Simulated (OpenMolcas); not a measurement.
# Lines of Cl³⁺: computed and rescaled rates

| Item | Value |
| --- | --- |
| Program | OpenMolcas 26.06 |
| Method | MS-RASPT2, IPEA 0.25 Eh, imaginary shift 0.1 Eh (closed shells correlated: 2s 2p 3s) |
| Basis | ANO-R3 [6s5p4d3f1g] |
| Scalar Hamiltonian | X2C, finite nucleus |
| Active space | 2 electrons in 9 orbitals (RAS2 3p; RAS3 3d 4s, at most 1 electron) |
| State averaging | 2S+1 = 3 even, 3 roots; 2S+1 = 1 even, 6 roots; 2S+1 = 3 odd, 18 roots; 2S+1 = 1 odd, 18 roots |
| Spin-orbit coupling | state interaction with AMFI integrals over the reference wave functions, term energies averaged over their components |

Rates come from the transition moments of the reference wave functions (E1 and E2 in the length form). At fixed line strength A goes as λ^-3 for E1 and M1 and as λ^-5 for E2, so a rate at the computed wavelength can be rescaled to the measured one. Measured vacuum wavelengths follow from level energies in Moore, Atomic Energy Levels, vol. I, NSRDS-NBS 35 (1971 reprint of NBS Circular 467, 1949). Branching counts decays inside the model space alone, at computed energies, and the table is only a selection of the E2 and M1 lines, drawn from those between levels with measured partners whose computed energy lies within a factor of 1.5 of the measured one.

```
      Upper        Lower  Type  λ computed (nm)  λ measured (nm)  A computed (s-1)  A rescaled (s-1)  Branching %
3s² 3p² ¹S₀  3s² 3p² ¹D₂    E2            404.4            532.4          1.24e+01          3.14e+00         81.6
3s² 3p² ¹S₀  3s² 3p² ³P₁    M1            264.5            311.9          2.70e+00                           17.8
3s² 3p² ¹D₂  3s² 3p² ³P₂    M1            813.9            804.8          1.68e-01                           71.0
3s² 3p² ¹S₀  3s² 3p² ³P₂    E2            270.1            320.4          9.81e-02                            0.6
3s² 3p² ¹D₂  3s² 3p² ³P₁    M1            764.4            753.3          6.79e-02                           28.6
3s² 3p² ³P₂  3s² 3p² ³P₁    M1            12570            11760          6.81e-03          8.32e-03        100.0
3s² 3p² ³P₁  3s² 3p² ³P₀    M1            22380            20370          1.61e-03          2.14e-03        100.0
```

Spin-changing lines and M1 lines between different terms are not rescaled, since their strength hangs on the term gaps too.

The largest correction is for 3s² 3p² ¹S₀ → 3s² 3p² ¹D₂ (E2): 1.24e+01 × (404.4 / 532.4)^5 = 3.14e+00 s-1, a factor of 0.25.

The computed rate and branching of 3s² 3p² ³P₁ → 3s² 3p² ³P₀ give the upper level a radiative lifetime of 1.000 / 1.61e-03 s-1 = 6.21e+02 s, counting decays inside the model space alone. The rescaled rate gives about 4.7e+02 s.

No measured rate stands beside these. Rescaling mends the energy factor alone: line strengths can still be far off where a level mixes with configurations outside the active space, and weak or spin-changing lines hang on small mixing coefficients that depend on the term gaps too, so rescaling need not improve them.

CASPT2 breaks the degeneracy within a term, and the mean is taken; among the terms shown or strongly mixed into the levels shown the widest spread is 160 cm-1 (3s² 3p² ¹D). Over all roots computed the reference weight is 0.82 to 0.97; the roots of lowest weight are the least certain, and an intruder state may touch them. With the s shell closed, the reference lacks s² → p² mixing. Some terms miss by over 15 % even with CASPT2, which points to a basis or an active space too small for the shells correlated. Measured partners are found by configuration, term and J. A level has none where our copy of the source lacks it or the pairing is in doubt (some pairs that miss far off the trend of their configuration count as doubtful). Levels of configurations outside the active space are missing.
